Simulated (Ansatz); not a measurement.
Consider the redistribution: `[F][In]([F])[F]` + `FBN[SiH3]` → `[F][InH][F]` + `FB(F)N[SiH3]`.

Gas-phase electronic energies from Ansatz, PBE0-D4/def2-TZVP geometries. CBS: MP2 limit from def2 TZ/QZ plus the TZ coupled-cluster correction, frozen cores. Functionals use def2-TZVPP. HSE06 is defined as in plane-wave codes. def2 core potentials past Kr. For In outer-core shells are correlated without core-valence functions, which leaves a few kJ/mol of doubt a bond. One conformer a species, not always the lowest.

Is it downhill or uphill in electronic energy at CCSD(T)/CBS, and by how much? (An estimate is asked.)

Ansatz gave: Downhill: ΔE = -1.20 eV.

What do these levels give: revPBE-D4, r2SCAN-D4, PBE0-D4, r2SCAN0-D4, HSE06-D4, ωB97X-V, PBE-QIDH, BLYP, BHLYP, CAM-B3LYP, MP2/CBS(def2), CCSD/CBS(def2)? (Best estimate.)

Computed: revPBE-D4 -1.16, r2SCAN-D4 -1.29, PBE0-D4 -1.30, r2SCAN0-D4 -1.37, HSE06-D4 -1.30, ωB97X-V -1.22, PBE-QIDH -1.30, BLYP -1.16, BHLYP -1.34, CAM-B3LYP -1.31, MP2/CBS(def2) -1.17, CCSD/CBS(def2) -1.23 eV.

Largest T1 diagnostic among the species: 0.018.

At CCSD(T), def2-SVP lies −0.10 eV from the extrapolated value and def2-TZVPP −0.08 eV. From PBE to PBE0 (25 % exact exchange), in def2-TZVPP and without D4, ΔE moves by −0.10 eV.
